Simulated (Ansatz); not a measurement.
# Worked example: KCl + H2O → KOH + HCl

Species: KCl, singlet; H2O (water) `O`, singlet; KOH `[OH][K]`, singlet; HCl (hydrogen chloride), singlet. The partners trade Cl for OH: K–Cl and H–OH bonds give way to K–OH and H–Cl.

Shapes, held fixed at every level: PBE0-D4/def2-TZVP. Programs: Ansatz 0.2.0. The zero-point and thermal change to 298 K, harmonic and unscaled (PBE0-D4/def2-TZVP), is -9.4 kJ/mol.

At CCSD(T)/def2-TZVPP; 1 Eh = 2625.50 kJ/mol:

| species | energy (Eh) |
| --- | --- |
| KCl | -1059.140278 |
| H2O | -76.337011 |
| KOH | -675.087180 |
| HCl | -460.331246 |

Work out ΔH(298 K) of the reaction at this level.


1. Products less reactants: (-675.087180) + (-460.331246) − [(-1059.140278) + (-76.337011)] = 0.058863 Eh = +154.5 kJ/mol.
2. With the thermal change: +154.5 + (-9.4) = +145.1 kJ/mol.

Other levels give +137.7 (B3LYP/6-31G* (Cartesian functions)) to +182.6 kJ/mol (HF/def2-SVP). No measured value is set beside it here. Outer-core shells of K are correlated in most correlated rows, in sets that cover them unevenly.
